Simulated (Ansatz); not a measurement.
Basis sets compared for cis-Cu(NH3)2Cl2 (CuN2Cl2H6). The state is a doublet with charge 0. Geometry r2SCAN-D4/def2-SVP. Ansatz on 4 threads of Arm Neoverse V2 on a shared host; times are rough, and most runs start from earlier orbitals.

```xyz
11

Cu   -0.788    0.228   -0.241
N    -0.048   -0.613    1.517
H    -0.773   -0.223    2.133
H     0.869   -0.343    1.875
H    -0.113   -1.632    1.569
N     1.054    0.322   -1.209
H     0.676    0.244   -2.163
H     1.754   -0.410   -1.071
H     1.532    1.223   -1.139
Cl   -1.703    0.185   -2.269
Cl   -2.460    1.018    0.998
```

No other spin state of charge 0 was run.

Binding counts from free atoms (Cu doublet, N quartet, H doublet, Cl doublet) in the same basis, without a counterpoise term.

```
            level  functions  energy (Eh)  HOMO (eV)  LUMO (eV)  binding per atom (eV)  wall time
  PBE-D4/def2-SVP        125   -2672.7820      -4.82      -3.97                   3.19      2.8 s
 PBE-D4/def2-TZVP        217   -2673.4871      -5.28      -4.43                   3.13      4.5 s
 PBE0-D4/def2-SVP        125   -2672.8766      -6.57      -2.89                   3.09      3.9 s
PBE0-D4/def2-TZVP        217   -2673.5645      -6.96      -3.17                   3.05       11 s
```

**Question.** Estimate the rows for PBE-D4/def2-TZVPD, PBE0-D4/def2-TZVPD.

**Answer.** 
```
             level  functions  energy (Eh)  HOMO (eV)  LUMO (eV)  binding per atom (eV)  wall time
 PBE-D4/def2-TZVPD        268   -2673.4933      -5.42      -4.57                   3.14        7 s
PBE0-D4/def2-TZVPD        268   -2673.5694      -7.08      -3.26                   3.06       20 s
```
